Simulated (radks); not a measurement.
The nuclear charge of the indium ion In+ is varied continuously with 48 electrons held in [Kr] 4d10 5s2. Calculated with a radial shooting solver on a logarithmic mesh with Libxc functionals: scalar-relativistic Kohn-Sham, LDA (Slater exchange, Perdew-Wang correlation), spin-unpolarised, spherical densities, finite nucleus; Fermi nuclear charge, rms radius 4.6156 fm. By the Hellmann-Feynman theorem dE/dZ = E(electron-nucleus)/Z, the electronic potential at the nucleus (averaged over a nucleus of fixed radius). The scalar-relativistic energy here is not variational (the density holds large components alone), so the two differ by a part that grows with Z.

Z     E (hartree)  E(electron-nucleus)/Z (hartree)  HOMO  e(HOMO) (eV)  <r> HOMO (bohr)
48    -5589.48530                         -281.650    5s        -5.955            2.867
48.5  -5731.76700                         -285.721    5s       -10.369            2.639
49    -5876.10043                         -289.790    5s       -15.302            2.464
49.5  -6022.48572                         -293.860    5s       -20.700            2.323
50    -6170.92421                         -297.933    5s       -26.529            2.204

The central difference of E at Z = 49 is -290.719 hartree, to compare with the third column; the second derivative is -8.21 hartree.
